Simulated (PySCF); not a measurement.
**Ionising IF**

PBE; basis I aug-cc-pVDZ-PP with ECP28, F aug-cc-pVDZ; scalar-relativistic core potentials; PySCF 2.14. Neutral (UKS): singlet (closed shell), Re = 1.974 Å, ωe = 586 cm⁻¹, De = 3.26 eV, HOMO -6.94 eV, LUMO -4.95 eV.

IF⁻ (UKS): doublet (σ ↑), Re = 2.429 Å, ωe = 246 cm⁻¹, De = 2.02 eV to I + F⁻. The energies at the minima are -395.42158 hartree for IF and -395.51138 for IF⁻.

**Question.** Work out the adiabatic electron affinity, without and with harmonic zero-point energies (1 hartree = 27.2114 eV, 1 eV = 8065.5 cm⁻¹), and the change of the bond length.

**Answer.** At PBE: 0.08980 hartree = 2.444 eV between the minima; the zero-point term (586.0 − 246.0)/2 cm⁻¹ = +0.021 eV makes it 2.465 eV. Re changes by +45.5 pm against the neutral. The electron enters a σ orbital, and the ion is left as a loose complex of an ion and an atom.

Spin–orbit coupling is left out, which matters for elements this heavy, above all for dissociation energies. For an ion De counts to the pair picked by the measured ionisation energies or electron affinities, which need not be the lowest pair at this level. States were picked by a PBE0 search and need not be the measured ground states.
